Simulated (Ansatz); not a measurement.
Reaction (silylene formation by 1,1-elimination): `BO[SiH2]Br` → `BO` + `[SiH]Br`

Calculated with Ansatz (gas phase, PBE0-D4/def2-TZVP geometries, no zero-point term in ΔE). CBS: MP2 limit from def2 TZ/QZ plus the TZ coupled-cluster correction, frozen cores. This one scheme is used for every species. Functionals use def2-TZVPP. For Br outer-core shells are correlated without core-valence functions, which leaves a few kJ/mol of doubt a bond. Scalar relativity is left out up to krypton. One conformer a species, not always the lowest.

| level | ΔE (kJ/mol) |
| --- | --- |
| B97M-V | 275.4 |
| CAM-B3LYP | 277.7 |
| CCSD(T)/def2-SVP | 250.6 |
| MP2/def2-QZVPP | 299.5 |

Task: What does CCSD(T)/CBS give? (Best estimate.)

Result: The calculation gave: +281.5 kJ/mol. The listed levels differ from it by -6.1, -3.8, -30.9, 18.0 kJ/mol.

Largest T1 diagnostic among the species: 0.014.

At CCSD(T), def2-SVP lies −30.8 kJ/mol from the extrapolated value and def2-TZVPP −6.6 kJ/mol. From PBE to PBE0 (25 % exact exchange), in def2-TZVPP and without D4, ΔE moves by +19.6 kJ/mol. Leaving LDA and LC-ωPBE aside and taking each functional with its dispersion term where it has one, the values, not all of them listed here, spread over 44.7 kJ/mol, from BLYP-D4 to r2SCAN0-D4. LDA lies +33.4 kJ/mol from PBE without D4.
